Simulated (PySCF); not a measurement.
C5H12Si, SMILES C[C@H]1CC[Si@@H]1C. Geometry optimised at PBE-D3(BJ)/def2-SVP. The structure was generated by enumeration; whether it is a known compound was not checked.

These are PBE-D3(BJ)/def2-SVP (PySCF) values and carry that method's errors.

Harmonic wavenumbers (cm⁻¹): 110, 140, 146, 180, 225, 263, 365, 430, 568, 583, 651, 666, 717, 748, 791, 843, 861, 873, 934, 946, 954, 1043, 1097, 1116, 1159, 1197, 1211, 1226, 1289, 1344, 1371, 1380, 1381, 1412, 1416, 1422, 2125, 2949, 2953, 2955, 2972, 2994, 3008, 3027, 3047, 3070, 3072, 3076. Rotational constants (GHz): 3.805, 2.239, 1.591; symmetry number 1.

Question: Work out the zero-point energy and the ideal-gas rigid-rotor harmonic-oscillator thermochemistry at 298.15 K and 1 atm.

Answer: ZPE = ½ Σ hcν = ½ × 66307 cm⁻¹ = 94.79 kcal/mol. H − E(el) = 100.72 kcal/mol. Entropy in cal/(mol K): translation 39.73, rotation 27.56, vibration 20.49, total 87.77. G − E(el) = 74.55 kcal/mol. Cp = 33.90 cal/(mol K). Modes under 150 cm⁻¹ make the vibrational entropy uncertain.
